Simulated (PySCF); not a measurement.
## Unknown compound

An unknown has the formula C$_{3}$H$_{9}$N$_{3}$Si$_{2}$. Its calculated NMR data are:

1H NMR (400 MHz, computed): δ 5.30 (d, 1H), 2.50 (m, 1H), 1.06 (m, 1H), 1.02 (m, 1H), 0.98 (m, 1H), 0.77 (br s, 2H), 0.60 (br s, 2H).

13C{1H} NMR (computed): δ 128.7 (C), 7.0 (CH2), -7.2 (CH).

PySCF 2.14 calculation with geometry from GFN2-xTB and PBE0/pcSseg-1 with gauge-including orbitals; isolated molecule, non-relativistic, averaged over atoms made equivalent by symmetry, fast rotation or ring inversion, a single conformation.

Scale: TMS for 1H (31.72 ppm), 13C (186.93 ppm) (reference shieldings calculated alike).

Propose a structure and justify it.

Results:


- The formula gives 3 degrees of unsaturation (1 ring in the answer).
- 3 carbon signals for 3 carbons: no two carbons are equivalent.
- Carbon types of the structure: 1 × C, 1 × CH, 1 × CH2, leaving 6 H on heteroatoms.
- δC 128.7: nitrile carbon; C≡N carbons fall here, among the sp2 signals but without a proton.
- δC 7.0, -7.2: three-membered-ring carbon; carbons of three-membered rings are unusually shielded.
- δH 5.30: hydrogen on a silicon bonded to 2 N, Si.
- δH 2.50: hydrogen on a silicon bonded to 2 C, Si, in a 3-membered ring.
- δH 1.06, 1.02, 0.98: hydrogen on a three-membered-ring carbon; cyclopropane-type protons are shielded by the ring.
- δH 0.77, 0.60: hydrogen on a nitrogen bonded to Si; exchangeable; this is the value without hydrogen bonding to other molecules.

These data were computed for SMILES [Si@H]1([SiH](N)N)[C@H](C#N)C1.

This is the structure that produced the data.

OH/NH shifts are gas-phase values; hydrogen bonding in solution moves them, usually downfield. Shifts are as computed. Against solution values, carbons near 30 ppm lie about +3 ppm off and those near 130 ppm about +5 ppm. Of 1211 compounds with measured shifts, 218 miss one by over three times the rms of a fit or turn the order of signals round; such compounds aren't used in these exercises. Multiplicities follow the n + 1 count of equivalent neighbours, as no J values were calculated; m marks all less simple cases, F and P coupling included.
